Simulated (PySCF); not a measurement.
Vertical excitations of a molecule C3H2F4 from TDA-M06-2X/def2-SVPD (PySCF 2.14.0), as energy in eV (oscillator strength): 8.14 (0.021), 8.27 (0.508), 8.47 (0.027), 8.69 (0.002), 9.11 (0.000), 9.50 (0.004), 9.74 (0.010), 10.34 (0.006), 10.56 (0.001), 10.72 (0.052). Lowest triplet (TDA): 4.76 eV. The structure is a stationary point at ωB97X-D3(BJ)/def2-SVP. One conformer was computed; it need not be the lowest.

Q: Identify the compound among the candidates.
A. F/C=C/C(F)(F)F
B. FC(F)=CC(F)F
C. F[C@H]1[C@H](F)C1(F)F
D. FC1(F)CC1(F)F

A: A, F/C=C/C(F)(F)F
